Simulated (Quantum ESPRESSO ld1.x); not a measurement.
The numbers below are computed, except where a source is named.
The calcium ion Ca+, configuration [Ar] 4s1 (the NIST ground configuration).

Code: ld1.x of Quantum ESPRESSO 7.5. Model: non-relativistic Kohn-Sham, LDA (Slater exchange, Perdew-Zunger correlation), spin-polarised, spherical densities, point nucleus; open shells are filled with parallel spins first.

Energy parts (hartree):
total: -675.5039
kinetic: 674.4453
electron-nucleus: -1596.2362
Hartree: 280.2681
exchange-correlation: -33.9810

Orbitals (lengths in bohr, moments of r in powers of bohr):
\begin{tabular}{lrrr}
orbital & occ. & eigenvalue (hartree) & <r> \\ \hline
1s up & 1 & -144.195 & 0.07754 \\
1s down & 1 & -144.193 & 0.07754 \\
2s up & 1 & -15.3045 & 0.3680 \\
2s down & 1 & -15.3032 & 0.3680 \\
2p up & 3 & -12.5431 & 0.3292 \\
2p down & 3 & -12.5418 & 0.3292 \\
3s up & 1 & -1.96096 & 1.164 \\
3s down & 1 & -1.95756 & 1.162 \\
3p up & 3 & -1.28458 & 1.272 \\
3p down & 3 & -1.28004 & 1.267 \\
4s up & 1 & -0.34743 & 3.553 \\
4s down & 0 & -0.31147 & 3.590 \\
\end{tabular}

The highest occupied level is 4s up at -9.454 eV. Virial ratio -V/T = 2.00157. For comparison, the ionisation energy in NIST's Atomic Spectra Database is 11.872 eV (measured). In exact Kohn-Sham theory the highest level is minus the ionisation energy, but local and semilocal functionals leave it too shallow, through self-interaction and a potential that decays too fast; potentials with the right tail come closer.
